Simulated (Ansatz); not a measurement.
Computed with Ansatz on PBE0-D4/def2-TZVP structures; ΔE is electronic, products minus reactants. CCSD(T)/CBS is the MP2 limit (def2-TZVPP, def2-QZVPP) plus CCSD(T) − MP2 in def2-TZVPP, frozen cores. Functionals use def2-TZVPP. B3LYP here is the variant with VWN-RPA as its local correlation; programs differ in this. For Ge outer-core shells are correlated without core-valence functions, which leaves a few kJ/mol of doubt a bond. Scalar relativity is left out up to krypton. One conformer a species, not always the lowest.

`O[SiH2][CH2][GeH2][OH]` + `N[SiH](F)Cl` → `O[SiH2][SiH](F)Cl` + `N[CH2][GeH2][OH]`  (redistribution)

`O[SiH2][CH2][GeH2][OH]`:

Cartesian coordinates in Å:
```
O -0.018 -2.080 -0.659
Si -0.346 -0.701 -1.482
C 0.550 0.756 -0.711
Ge 0.096 1.003 1.157
O -0.029 -0.686 1.780
H -0.040 -1.956 0.302
H 0.099 -0.912 -2.882
H -1.803 -0.375 -1.487
H 0.295 1.675 -1.249
H 1.631 0.610 -0.792
H 1.175 1.733 1.983
H -1.273 1.685 1.355
H -0.338 -0.753 2.685
```

`N[SiH](F)Cl`:

```xyz
7

N     0.989    0.145    0.387
Si   -0.511   -0.119   -0.332
F    -1.348    1.206   -0.624
Cl   -1.643   -1.217    0.960
H     1.091    0.299    1.377
H     1.777    0.484   -0.140
H    -0.355   -0.798   -1.628
```

`O[SiH2][SiH](F)Cl`:

```xyz
9

O     1.204   -0.368    1.593
Si    0.728    0.714    0.444
Si   -0.712   -0.380   -1.057
F    -1.604    0.662   -1.877
Cl   -1.972   -1.508    0.122
H     0.515   -0.879    2.023
H    -0.013    1.873    1.016
H     1.964    1.193   -0.220
H    -0.110   -1.308   -2.043
```

`N[CH2][GeH2][OH]`:

```xyz
11

N     1.262   -1.296    0.441
C     0.342   -0.681   -0.505
Ge   -0.688    0.697    0.421
O    -1.426    1.671   -0.886
H     1.735   -2.090    0.027
H     1.978   -0.641    0.728
H    -0.372   -1.433   -0.851
H     0.802   -0.238   -1.399
H     0.245    1.594    1.269
H    -1.800    0.120    1.321
H    -2.078    2.298   -0.566
```

```
             level  ΔE (eV)
         r2SCAN-D4     2.17
            B2PLYP     2.17
               PBE     1.90
              PBE0     2.02
             B3LYP     2.04
CCSD(T)/def2-TZVPP     2.21
     HF/def2-QZVPP     2.18
      HF/CBS(def2)     2.18
```

Question: What does CCSD(T)/CBS give? (Best estimate.)

Answer: The calculation gave: +2.21 eV. The listed levels differ from it by -0.04, -0.04, -0.31, -0.19, -0.17, 0.00, -0.03, -0.03 eV.

Largest T1 diagnostic among the species: 0.012.

The D4 term adds +0.06 eV with B3LYP and +0.03 eV with PBE0; it sums over pairs of atoms, weighted by their polarisabilities, and B3LYP, whose exchange is more repulsive, gets the larger term. From PBE to PBE0 (25 % exact exchange), in def2-TZVPP and without D4, ΔE moves by +0.12 eV.
